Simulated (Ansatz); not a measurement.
Consider the atomization: `[CH3][SnH]([OH])[SH]` → C• + 6 H• + O• + S• + Sn•.

Calculated with Ansatz (gas phase, PBE0-D4/def2-TZVP geometries, no zero-point term in ΔE). CCSD(T)/CBS adds triple-zeta CCSD(T) − MP2 to the extrapolated MP2 energy (def2 sets, frozen cores). This one scheme is used for every species, atoms too. Functionals use def2-TZVPP. HSE06 is defined as in plane-wave codes. Open shells (•) are unrestricted, without spin–orbit coupling. Spin–orbit coupling would lower the free atoms: a little for C, O, S; strongly for Sn. def2 core potentials past Kr. Bonds to Sn are less sure, by a few kJ/mol each and by 10 to 20 or more in all where they break to atoms, as the def2 sets lack core-valence functions. Each species was taken in one conformer, which may not be the lowest.

```tsv
level	ΔE (kJ/mol)	difference from CCSD(T)/CBS
LDA (SPW92)	3690.6	433.2
BLYP-D4	3201.0	-56.4
HSE06-D4	3203.6	-53.8
B2PLYP	3174.9	-82.5
revPBE	3123.8	-133.6
r2SCANh	3199.6	-57.8
BHLYP	3087.3	-170.1
HF/def2-SVP	2237.4	-1020.0
CCSD(T)/def2-SVP	2987.0	-270.4
HF/CBS(def2)	2278.3	-979.1
CCSD(T)/CBS	3257.4	0
```

Largest T1 diagnostic among the species: 0.012.

From BLYP to BHLYP (50 % exact exchange), in def2-TZVPP and without D4, ΔE moves by −69.8 kJ/mol: exact exchange takes away binding that semilocal exchange gives to molecules. The D4 term adds +33.6 kJ/mol with B3LYP and +17.8 kJ/mol with PBE0; it sums over pairs of atoms, weighted by their polarisabilities, and B3LYP, whose exchange is more repulsive, gets the larger term. At CCSD(T), def2-SVP lies −270.4 kJ/mol from the extrapolated value and def2-TZVPP −101.8 kJ/mol: correlation converges slowly with the basis, and small sets miss more of it in the bonded molecule than in its fragments.

B3LYP here is the variant with VWN-RPA as its local correlation; programs differ in this.

For atomizations the MP2-based limit and the directly extrapolated one differ by several kJ/mol either way, and by 10 to 25 for some Ge, Se and Sn compounds, so smaller differences from it don't rank the levels.
